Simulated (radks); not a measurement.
Question: The table gives one normalised radial function P(r) = r R(r) of Tm41+ in [Ar] 3d10 (r in bohr). Method: scalar-relativistic Kohn-Sham, r2SCAN, spin-polarised, spherical densities, finite nucleus; meta-GGA in the generalised Kohn-Sham scheme; Fermi nuclear charge, rms radius 5.2256 fm; computed with a radial shooting solver on a logarithmic mesh with Libxc functionals.

r             P
0.000816  0.0000
0.001013  0.0000
0.001257  0.0001
0.00156   0.0001
0.001952  0.0002
0.002422  0.0003
0.003006  0.0005
0.003761  0.0010
0.004668  0.0018
0.005793  0.0033
0.00719   0.0059
0.008995  0.0107
0.01116   0.0190
0.01385   0.0333
0.0172    0.0579
0.02151   0.1011
0.0267    0.1696
0.03314   0.2778
0.04113   0.4414
0.05145   0.6862
0.06386   1.0029
0.07925   1.3872
0.09915   1.8110
0.1231    2.1596
0.1527    2.3415
0.1895    2.2621
0.2371    1.8834
0.2943    1.3273
0.3653    0.7580
0.4533    0.3334
0.5672    0.1008
0.7039    0.0210

Which n and l does it have? It may be an empty orbital.

Answer: n = 3, l = 2: the number of nodes gives n - l - 1 = 0, the rise at small r (about r^(l+1), flatter next to the nucleus through relativity) gives l, and the extent must fit the shell. The curve is that of 3d. 3d: eigenvalue -3268.1 eV, 0 radial nodes, <r> = 0.194 bohr, 90 % of the charge inside 0.299 bohr.
